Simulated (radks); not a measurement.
Task: Tl XV, configuration [Kr] 4d10 4f14 5s2 5p5. Calculated with a radial shooting solver on a logarithmic mesh with Libxc functionals: scalar-relativistic Kohn-Sham, LDA (Slater exchange, VWN5 correlation), spin-polarised, spherical densities, finite nucleus; open shells are filled with parallel spins first (spin-orbit coupling, left out, can overturn this in heavy ions); Fermi nuclear charge, rms radius 5.4759 fm. Some entries of the table are withheld. Estimate them.

orbital  occ.  eigenvalue (eV)  <r> (bohr)  <1/r> (bohr^-1)
1s up       1        -85796.14     0.01633            99.30
1s down     1        -85795.94     0.01633            99.30
2s up       1        -15510.68     0.06880            23.32
2s down     1        -15510.56     0.06880            23.32
2p up       3        -13391.19     0.06236            20.59
2p down     3        -13391.03     0.06236            20.59
3s up       1        -3912.258      0.1777            8.645
3s down     1        -3912.126      0.1777            8.645
3p up       3        -3301.843      0.1793            7.850
3p down     3        -3301.698      0.1793            7.850
3d up       5        -2667.466      0.1624            7.377
3d down     5        -2667.326      0.1624            7.377
4s up       1        -1084.127      0.3913            3.727
4s down     1        -1083.896      0.3912            3.727
4p up       3        -883.4114      0.4167            3.358
4p down     3        -883.1566      0.4166            3.359
4d up       5        -647.7355         (1)            3.023
4d down     5        -647.4357         (2)            3.024
5s up       1        -388.7257      0.8296            1.651
5s down     1        -387.4298      0.8292            1.653
4f up       7        -386.1546      0.4573            2.644
4f down     7        -385.7795      0.4567            2.646
5p up       3        -327.0104      0.9122            1.473
5p down     2        -325.6592      0.9123            1.473

Result: 
(1) 4d up <r> (bohr): 0.4376
(2) 4d down <r> (bohr): 0.4374
